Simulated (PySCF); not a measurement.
CH4S, charge +1, doublet, geometry from GFN2-xTB (a state made from the parent by changing its charge; the spin is typed, not shown lowest). Base run: DF-HF/6-31G** in PySCF.

Input for PySCF:
```python
from pyscf import gto, scf

mol = gto.Mole()
mol.atom = '''
    C    -0.07388241    1.11980998    0.01035255
    S    -0.04134435   -0.65009848   -0.00670276
    H     1.30919756   -0.80487041    0.00288752
    H    -1.10858026    1.45936870    0.00516795
    H     0.44489002    1.50553466    0.89456842
    H     0.45929671    1.52268287   -0.85749509
'''
mol.basis = '6-31g**'
mol.charge = 1
mol.spin = 1
mol.verbose = 4
mol.build()

mf = scf.UHF(mol)
mf = mf.density_fit(auxbasis='def2-universal-jkfit')
mf.kernel()
mf.analyze()
```

The base run was repeated with changes; each row names its change, and settings that it needs were set with it.

```tsv
change	basis functions	E (Eh)	HOMO (eV)
base	52	-437.39912	-19.72
basis = pcseg-0	30	-436.74842	-20.03
basis = 3-21G	30	-435.20185	-19.85
basis = 6-31+G*	48	-437.39049	-19.74
basis = def2-SVP	52	-437.25921	-19.77
basis = pcseg-1	52	-437.37194	-19.73
basis = 6-311G**	68	-437.43224	-19.70
basis = def2-SVPD	79	-437.26717	-19.70
basis = aug-cc-pVDZ	86	-437.42335	-19.65
basis = cc-pVTZ	120	-437.45132	-19.69
basis = pcseg-2	120	-437.44448	-19.69
basis = cc-pVQZ	234	-437.45890	-19.69
basis = def2-QZVPP	247	-437.46121	-19.69
```

Totals compare only among sets that treat the same electrons; sets with core potentials leave the core out.

Open shells are given as the SCF converged; they aren't shown to be the lowest states, and a large step between rows can be another state.
